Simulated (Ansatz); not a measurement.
Born–Oppenheimer molecular dynamics of FH4NO2Zr (9 atoms, charge 0, multiplicity 1). It starts from a relaxed structure.

Computed with Ansatz 0.2.0, RKS PBE/def2-SVP.

```
ensemble        : NVT, Langevin thermostat
time step       : 1 fs
steps asked     : 500
set temperature : 300 K
friction        : 0.02 /fs
seed            : 770308
```

First frame:

```xyz
9
Properties=species:S:1:pos:R:3
Zr -0.069 -0.225 0.011
F -0.099 -0.204 1.948
O 1.712 -0.372 -0.735
H 2.560 -0.072 -1.090
O -0.968 1.397 -0.556
H -1.582 2.012 -0.977
N -1.084 -1.883 -0.628
H -2.021 -2.171 -0.322
H -0.759 -2.562 -1.326
```

(1) How far do the bonds stretch over the last three quarters of this one trajectory? (Pairs bonded in most of those frames.)

## Answers

(1) 
```tsv
bond	mean (Å)	spread (Å)	shortest	longest
Zr1–F2	1.936	0.034	1.87	2.01
Zr1–O3	1.951	0.029	1.90	2.01
Zr1–O5	1.947	0.037	1.86	2.04
Zr1–N7	2.054	0.027	2.01	2.13
O3–H4	0.969	0.018	0.92	1.02
O5–H6	0.972	0.027	0.91	1.04
N7–H8	1.032	0.029	0.97	1.10
N7–H9	1.030	0.019	0.99	1.08
```

Mean temperature of the second half: 286 K. A run of 0.5 ps of so small a system gives no equilibrium averages.

Time of the run: 9.5 min on 4 threads of Arm Neoverse V1, with other jobs on the host, peak memory 0.16 GiB.
